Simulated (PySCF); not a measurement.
**Ar²⁺: excitation energy**

Ar²⁺ [Ne] 3s2 3p4 (3P) → Ar²⁺ [Ne] 3s2 3p3 3d1 (5D), as a difference of total energies. Computed with PySCF 2.14 in x2c-TZVPPall with one added diffuse shell each of s, p, d type (6s6p4d1f, 51 functions), with the spin-free X2C one-electron Hamiltonian (Gaussian nucleus). Correlated levels: valence: [Ne] frozen; valence and next inner shell: 1s2 frozen. The calculations carry no spin-orbit coupling.

```json
{"method": "UHF", "excitation energy (cm⁻¹)": "139090"}
{"method": "LDA", "excitation energy (cm⁻¹)": "144490"}
{"method": "PBE", "excitation energy (cm⁻¹)": "142870"}
{"method": "PBE0", "excitation energy (cm⁻¹)": "143420"}
{"method": "r2SCAN", "excitation energy (cm⁻¹)": "143870"}
{"method": "revPBE", "excitation energy (cm⁻¹)": "142710"}
{"method": "BLYP", "excitation energy (cm⁻¹)": "144730"}
{"method": "wB97X", "excitation energy (cm⁻¹)": "146590"}
{"method": "B3LYP", "excitation energy (cm⁻¹)": "145270"}
{"method": "MP2 (valence)", "excitation energy (cm⁻¹)": "144560"}
{"method": "SCS-MP2 (valence)", "excitation energy (cm⁻¹)": "145830"}
{"method": "MP2 (valence and next inner shell)", "excitation energy (cm⁻¹)": "144790"}
{"method": "SCS-MP2 (valence and next inner shell)", "excitation energy (cm⁻¹)": "145960"}
```

A first-order spin-orbit estimate (lowest level to lowest level, LS coupling) adds 0.060 eV.

The promoted electron is Rydberg-like, and one or two diffuse shells describe it only roughly, which tends to raise the upper state.
